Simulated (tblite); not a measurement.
Record of a relaxation.

Species: C5H6FGaO.
Bonds: C1–C2 (double), C2–C3, C3–C4 (double), C4–Ga5, Ga5–F6, Ga5–O7, O7–C8, C3–C8. Hydrogens: H9, H10 on C1; H11 on C2; H12 on C4; H13, H14 on C8.

Computed with GFN2-xTB (tblite), gas phase: L-BFGS steps from a force-field or distance-geometry start until the largest atomic force falls under 0.01 eV/Å. 5 of its 94 geometries are shown.

Step 0: E = -645.3538 eV, largest atomic force 3.146 eV/Å
```
atom  x, y, z in Å  |  force x, y, z in eV/Å
C1     -2.369    0.108   -0.480   -2.517   0.201  -0.797
C2     -1.514   -0.064    0.477    1.666  -0.204   1.143
C3     -0.033   -0.082    0.286   -1.797  -0.266   1.979
C4      0.760   -0.259    1.310    0.862  -0.669   0.215
Ga5     2.672   -0.139    0.248    0.485   1.934   1.166
F6      4.335    0.379    1.174   -1.015  -0.494  -0.744
O7      1.555    1.032   -1.096    1.193  -0.324   0.583
C8      0.602    0.062   -1.014   -0.424  -0.637  -3.052
H9     -2.154    0.267   -1.514    0.093   0.058  -0.209
H10    -3.445    0.098   -0.209    0.786   0.028  -0.444
H11    -1.909   -0.219    1.483    0.559   0.057  -0.186
H12     0.557   -0.432    2.350    0.198   0.145   0.032
H13     1.129   -0.926   -1.225   -0.817  -0.088  -0.131
H14    -0.188    0.175   -1.811    0.728   0.261   0.445
```

Step 23: E = -647.0746 eV, largest atomic force 0.316 eV/Å
```
atom  x, y, z in Å  |  force x, y, z in eV/Å
C1     -2.361    0.041   -0.490   -0.069  -0.093   0.057
C2     -1.467   -0.206    0.464   -0.057  -0.038  -0.141
C3     -0.019   -0.148    0.309   -0.071  -0.054   0.303
C4      0.773   -0.164    1.380    0.064   0.132  -0.005
Ga5     2.611    0.239    0.637   -0.215  -0.097  -0.115
F6      4.311    0.518    0.914    0.045   0.007   0.040
O7      1.957    0.287   -1.066    0.055  -0.108  -0.029
C8      0.599   -0.012   -1.075   -0.080   0.017   0.017
H9     -2.110    0.188   -1.530    0.052   0.113   0.175
H10    -3.409    0.100   -0.245    0.021  -0.146  -0.073
H11    -1.799   -0.420    1.478    0.010   0.169  -0.186
H12     0.430   -0.231    2.397    0.140  -0.028   0.052
H13     0.421   -0.971   -1.587    0.063   0.106  -0.053
H14     0.062    0.779   -1.609    0.041   0.019  -0.043
```

Step 46: E = -647.1321 eV, largest atomic force 0.092 eV/Å
```
atom  x, y, z in Å  |  force x, y, z in eV/Å
C1     -2.350   -0.017   -0.514   -0.005   0.009   0.030
C2     -1.477   -0.191    0.471    0.012  -0.001  -0.015
C3     -0.030   -0.080    0.351    0.016   0.002   0.022
C4      0.791   -0.077    1.399    0.036   0.010   0.001
Ga5     2.621    0.168    0.590   -0.064   0.006  -0.002
F6      4.309    0.464    0.938    0.040  -0.027  -0.008
O7      1.953    0.153   -1.100   -0.038  -0.008   0.029
C8      0.568    0.025   -1.053    0.021  -0.013  -0.089
H9     -2.057    0.232   -1.519    0.011  -0.028  -0.014
H10    -3.408   -0.102   -0.338   -0.028  -0.011   0.006
H11    -1.831   -0.417    1.469   -0.009   0.002  -0.010
H12     0.524   -0.164    2.436   -0.024   0.019   0.015
H13     0.267   -0.884   -1.594    0.035   0.032  -0.009
H14     0.119    0.891   -1.557   -0.003   0.008   0.044
```

Step 70: E = -647.1405 eV, largest atomic force 0.034 eV/Å
```
atom  x, y, z in Å  |  force x, y, z in eV/Å
C1     -2.352   -0.084   -0.524    0.006   0.006  -0.003
C2     -1.478   -0.180    0.471    0.003   0.001   0.004
C3     -0.034   -0.038    0.357    0.013  -0.031  -0.003
C4      0.781   -0.022    1.409    0.019   0.004  -0.004
Ga5     2.619    0.163    0.601    0.020   0.002   0.012
F6      4.342    0.279    0.897   -0.018   0.001   0.006
O7      1.954    0.188   -1.085   -0.011   0.001  -0.007
C8      0.568    0.082   -1.047    0.002   0.005   0.014
H9     -2.063    0.122   -1.540    0.013  -0.010  -0.006
H10    -3.407   -0.202   -0.346   -0.014  -0.004   0.003
H11    -1.832   -0.379    1.474   -0.003   0.018   0.007
H12     0.508   -0.096    2.446   -0.008  -0.007  -0.013
H13     0.262   -0.805   -1.615   -0.012   0.005  -0.001
H14     0.131    0.971   -1.520   -0.010   0.007  -0.008
```

Step 93: E = -647.1431 eV, largest atomic force 0.010 eV/Å
```
atom  x, y, z in Å  |  force x, y, z in eV/Å
C1     -2.350   -0.126   -0.525    0.006   0.004   0.000
C2     -1.478   -0.145    0.477   -0.001  -0.001  -0.001
C3     -0.032   -0.030    0.354    0.000  -0.001   0.000
C4      0.788   -0.047    1.402   -0.005  -0.005   0.003
Ga5     2.622    0.143    0.594   -0.001   0.000   0.001
F6      4.341    0.240    0.920   -0.001   0.001  -0.007
O7      1.950    0.220   -1.090   -0.001  -0.003   0.000
C8      0.564    0.118   -1.049   -0.002   0.003   0.000
H9     -2.054   -0.019   -1.554    0.000   0.000   0.000
H10    -3.407   -0.216   -0.342    0.010  -0.002  -0.001
H11    -1.835   -0.255    1.493   -0.005   0.002  -0.001
H12     0.513   -0.145    2.437    0.001   0.000   0.003
H13     0.252   -0.756   -1.636    0.002   0.002   0.003
H14     0.127    1.017   -1.501   -0.003   0.000  -0.001
```

Question: Summarise the path.

Answer: The energy falls by 41.26 kcal/mol from step 0 to step 93; nine tenths of that is first reached at step 17. It falls at every step. The largest force goes from 3.146 to 0.010 eV/Å. Among the bonds Ga5–O7 changes most, from 2.104 to 1.815 Å; the atoms move by 0.494 Å rms after alignment.

Question: Follow the three bonds and two angles with the largest change from start to end.

Answer: 
```csv
step,E above end (kcal/mol),largest force (eV/Å),Ga5–O7 (Å),Ga5–F6 (Å),C4–Ga5 (Å),C4–Ga5–F6 (°),Ga5–O7–C8 (°)
0,41.26,3.146,2.104,1.973,2.191,121.5,86.4
4,17.95,1.880,1.926,1.689,2.099,130.5,98.9
8,9.68,0.589,1.818,1.773,1.989,134.4,102.2
12,7.08,0.637,1.865,1.740,2.030,138.7,104.1
16,4.53,0.447,1.798,1.769,2.008,142.0,108.4
20,2.55,0.366,1.837,1.743,2.017,149.3,109.8
24,1.38,0.192,1.816,1.755,2.018,148.4,110.4
28,0.78,0.205,1.815,1.757,2.015,147.5,109.7
32,0.51,0.121,1.813,1.748,2.009,147.0,109.9
36,0.40,0.086,1.811,1.751,2.013,146.0,109.8
40,0.32,0.075,1.815,1.752,2.015,145.3,109.8
44,0.28,0.073,1.816,1.754,2.015,145.0,109.4
49,0.22,0.054,1.818,1.751,2.009,144.9,109.9
53,0.14,0.064,1.819,1.757,2.013,145.3,109.6
57,0.11,0.046,1.815,1.750,2.015,145.3,109.7
61,0.10,0.031,1.814,1.753,2.013,145.7,109.7
65,0.07,0.030,1.815,1.749,2.014,146.5,109.7
69,0.06,0.033,1.812,1.753,2.015,146.6,109.8
73,0.05,0.030,1.815,1.752,2.015,146.7,109.8
77,0.04,0.029,1.814,1.752,2.014,146.5,109.9
81,0.02,0.048,1.816,1.751,2.012,146.0,109.7
85,0.01,0.020,1.814,1.750,2.011,145.5,109.8
89,0.00,0.013,1.815,1.751,2.012,145.4,109.7
93,0.00,0.010,1.815,1.752,2.013,145.5,109.8
```

The cost below is that of the whole relaxation. Time: 2.3 s wall, 1.8 s CPU. Hardware: one thread of an Intel Xeon at 2.50 GHz, shared host with 64 logical CPUs at a one-minute load of 63.
